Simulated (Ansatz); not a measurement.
[Cu(SiH3)2]- (CuSi2H6⁻), relaxed as a singlet with RKS PBE0-D4/def2-SVPD in Ansatz, starting from the GFN2-xTB geometry. Force threshold 0.02 eV/Å.

Start:

Cartesian coordinates in Å:
```
Cu 0.019 -0.013 -0.002
Si -1.245 -1.980 0.141
H -2.367 -2.238 -0.829
H -2.022 -2.295 1.391
H -0.601 -3.333 0.006
Si 1.254 1.974 -0.144
H 2.118 2.265 -1.340
H 2.289 2.313 0.895
H 0.554 3.307 -0.117
```

(1) Estimate the energy that the relaxation releases and the steps that it takes.

(2) Does the start keep its bonding and symmetry?

(3) Predict the relaxed structure.

Answers

(1) 7.0 kJ/mol, in 4 steps; 7.5 s on 4 threads of Arm Neoverse V1 on a shared host. No frequencies were taken in this run, so the end may be a saddle point.

(2) By distances, no bond broke or formed. The bond that changes most is Si2–H5, from 1.50 to 1.52 Å (atoms count from 1). Point group D3 at the start, D3 at the end, both within 0.05 Å; within 0.015 Å the end is C2.

(3) 
```tsv
atom	x (Å)	y (Å)	z (Å)
Cu1	0.0153	-0.0099	-0.0031
Si2	-1.2382	-1.9673	0.1406
H3	-2.3583	-2.1573	-0.8752
H4	-1.9993	-2.2176	1.4370
H5	-0.5042	-3.2946	-0.0079
Si6	1.2449	1.9630	-0.1418
H7	2.0971	2.1801	-1.3865
H8	2.2765	2.2309	0.9475
H9	0.4663	3.2728	-0.1105
```
Bond lengths: 2 × Cu–Si 2.33 Å; 6 × H–Si 1.52 Å.
